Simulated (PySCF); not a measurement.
**Se¹⁷⁺: ionisation energy**

Se¹⁷⁺ [Ne] 3s2 3p5 (2P) → Se¹⁸⁺ [Ne] 3s2 3p4 (3P), as a difference of total energies. Computed with PySCF 2.14 in an even-tempered Gaussian basis (19 s from 1.4 bohr⁻², ratio 2.5; 12 p from 1.8 bohr⁻², ratio 2.5; 5 d from 10 bohr⁻², ratio 2.7; 4 f from 16 bohr⁻², ratio 2.7), with scalar relativity by spin-free X2C-1e. Correlated levels: outer shells: 1s2 frozen; virtual orbitals above 40 to 60 times the deepest correlated orbital energy dropped. The calculations carry no spin-orbit coupling.

| method | ionisation energy (eV) |
| --- | --- |
| UHF | 694.36 |
| LDA | 696.38 |
| PBE | 696.26 |
| PBE0 | 696.26 |
| r2SCAN | 696.45 |
| B3LYP | 696.41 |
| BLYP | 696.18 |
| MP2 (outer shells) | 695.36 |
| SCS-MP2 (outer shells) | 695.30 |

Problem. How much does correlation contribute at MP2 (outer shells)?

Solution. 695.36 − (694.36) = 1.00 eV, measured against UHF.

Spin-orbit coupling is strong in these open shells (close to jj coupling). The scalar numbers leave it out and a first-order estimate fails, so it can dominate the gap to the real levels.

Breit and QED terms and the two-electron picture change are absent.

For comparison: 693.4 ± 0.7 eV (semi-empirical (NIST evaluation); NIST Atomic Spectra Database, ionization energies).
